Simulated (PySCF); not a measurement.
A structure optimised at r2SCAN-D4/def2-SVP, used in a PySCF frequency run:

```
N
C 1 1.4431
H 2 1.1031 1 110.92
H 2 1.1090 3 107.03 1 -120.52
H 2 1.1144 3 107.58 4 -114.15
C 1 1.4460 2 113.63 3 -178.34
H 6 1.1017 1 110.19 2 178.83
H 6 1.1089 7 107.43 1 120.18
H 6 1.1143 7 108.24 8 114.87
Sn 1 2.0440 2 119.94 3 34.07
H 10 1.7220 1 104.32 2 -42.02
H 10 1.7264 11 112.70 3 -108.04
N 10 2.0466 11 117.75 3 130.41
H 13 1.0202 10 113.33 11 84.72
H 13 1.0204 14 107.32 10 125.76
```

Problem. Write its SMILES and formula.

Solution. C[N](C)[SnH2][NH2], C₂H₁₀N₂Sn

Problem. What are its rotational constants (standard atomic weights)?

Solution. 4.4744, 1.8661, 1.4418 GHz
